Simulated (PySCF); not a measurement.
SMILES F[Si](F)(F)C[SiH](Cl)Cl (PBE0/def2-SVP optimised geometry):

```
11

Si     0.857    -1.040     0.022
F      2.442    -0.797     0.001
F      0.503    -1.947    -1.247
F      0.531    -1.892     1.336
C     -0.036     0.566     0.000
Si    -1.904     0.566     0.000
Cl    -2.589    -0.401     1.679
Cl    -2.590    -0.400    -1.679
H      0.297     1.124    -0.893
H      0.297     1.145     0.880
H     -2.442     1.947     0.000
```

Computed with PBE0/def2-TZVP in PySCF.

Problem. What are the frontier orbital energies and the dipole moment?

Solution. HOMO-2 -9.80 eV, HOMO-1 -9.51 eV, HOMO -9.28 eV, LUMO 0.06 eV, LUMO+1 0.23 eV; dipole moment 2.97 D.

Meta-Löwdin charges at PBE0/def2-TZVP: Si1 1.67, F2 -0.49, F3 -0.48, F4 -0.48, C5 -0.78, Si6 0.86, Cl7 -0.27, Cl8 -0.27, H9 0.17, H10 0.17, H11 -0.09.
